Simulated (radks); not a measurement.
Ionisation of the cobalt ion Co2+, [Ar] 3d7, to [Ar] 3d6 as the strength of local exchange is varied. Method: Dirac Kohn-Sham, Slater X-alpha exchange (alpha = 2/3 is LDA exchange), no correlation, spin-unpolarised, spherical densities, finite nucleus; open shells fill j = l - 1/2 first; Fermi nuclear charge, rms radius 3.7875 fm; computed with a radial shooting solver on a logarithmic mesh with Libxc functionals.

| alpha | E(Co2+) (hartree) | exchange (hartree) | IE (eV) | -e of the level emptied (eV) | <r> of it (bohr) |
|---|---|---|---|---|---|
| 0.667 | -1387.63805 | -54.26582 | 34.428 | 25.727 (3d5/2) | 1.031 |
| 0.728 | -1392.60986 | -59.44273 | 35.849 | 26.975 (3d5/2) | 1.015 |
| 0.808 | -1399.15743 | -66.28576 | 37.771 | 28.677 (3d5/2) | 0.9945 |
| 0.969 | -1412.42749 | -80.24093 | 41.845 | 32.321 (3d5/2) | 0.9570 |
| 0.97 | -1412.51030 | -80.32837 | 41.872 | 32.344 (3d5/2) | 0.9568 |

NIST Atomic Spectra Database: 33.5 eV (semi-empirical). The central value is not met in this range of alpha. Spin polarisation and multiplet splitting are left out, so open shells lie too high by an amount that depends on their filling.

Beside tabulated values, note that spin-unpolarised runs miss the spin-polarisation part of the exchange energy of open shells.
